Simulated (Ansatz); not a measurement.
Basis-set extrapolation for AlH8NSi2, SMILES `[AlH2][N]([SiH3])[SiH3]` (PBE0-D4/def2-TZVP geometry, frozen core, Ansatz). Multiplicity 1, RHF reference.

```json
{"": "HF", "def2-TZVPP": "-879.014804", "def2-QZVPP": "-879.043930"}
{"": "MP2 correlation", "def2-TZVPP": "-0.549219", "def2-QZVPP": "-0.588308"}
{"": "CCSD(T) correlation", "def2-TZVPP": "-0.629961", "def2-QZVPP": "not run"}
```

Energies in hartree. Use E(X) = E(∞) + A·exp(−7.88·√X) for Hartree–Fock and E(X) = E(∞) + B·X^(−2.97) for correlation, with X = 3 and 4, and add CCSD(T) minus MP2 of the smaller set to the MP2 limit.

**Question.** What is the CCSD(T) energy at the basis-set limit?

**Answer.** HF limit: -879.043930 + (-0.029126) × 0.13774 = -879.04794. MP2 limit: -0.588308 + (-0.039089) × 0.74074 = -0.61726. Higher-order term: -0.629961 − (-0.549219) = -0.08074. Total: -879.74594 hartree, 265.6 kJ/mol below CCSD(T)/def2-TZVPP.
